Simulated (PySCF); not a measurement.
Compound: C₂H₃BBrN.
Bonds: C1–C2 (triple), C2–B3, B3–N4, B3–Br5. Hydrogens: H6 on C1; H7, H8 on N4.

A GFN2-xTB structure with every atom displaced at random (by about 0.01 Å) was refined with PBE0-D3(BJ)/def2-SVP geometry optimisation, gas phase (PySCF 2.14.0). Values at the start:

| coordinate | start |
| --- | --- |
| C1≡C2 | 1.229 Å |
| C1–H6 | 1.029 Å |
| C2–B3 | 1.529 Å |
| B3–N4 | 1.353 Å |
| B3–Br5 | 1.895 Å |
| N4–H7 | 1.002 Å |
| C1–C2–B3 | 177.9° |
| C2–B3–N4 | 120.1° |
| C2–B3–Br5 | 119.3° |
| N4–B3–Br5 | 120.6° |

Q: How do these coordinates change at the PBE0-D3(BJ)/def2-SVP level?

A: 
```csv
coordinate,PBE0-D3(BJ)/def2-SVP (Å or °),change
C1–H6,1.076,+0.047
B3–Br5,1.936,+0.041
B3–N4,1.388,+0.035
C1≡C2,1.217,-0.012
N4–H7,1.012,+0.010
C2–B3,1.528,-0.001
C2–B3–N4,122.3,+2.2
N4–B3–Br5,118.7,-1.9
C1–C2–B3,179.7,+1.8
C2–B3–Br5,119.0,-0.3
```

The energy falls by 12.4 kJ/mol over 7 energy and gradient evaluations, the largest force component goes from 0.0660 to 1.2e-04 Eh/bohr, and the atoms move by 0.033 Å rms after alignment. The bond that changes most is C1–H6 (terminal alkyne carbon to alkyne hydrogen), which lengthens by 0.047 Å. Bonds longer at the end by more than 0.005 Å: 4 of 7; shorter: 2. Rotational constants go from 5636, 1940, 1443 to 5496, 1898, 1411 MHz.

The run used 103 basis functions and 52 SCF cycles in all.

No PBE0-D3(BJ)/def2-SVP frequencies stand behind this structure, so it isn't proved a minimum.

Conformer computed: `[CH:1]#[C:2][B:3]([NH2:4])[Br:5]`: H–N4–B3–C2 0°, H–N4–B3–C2 180°.
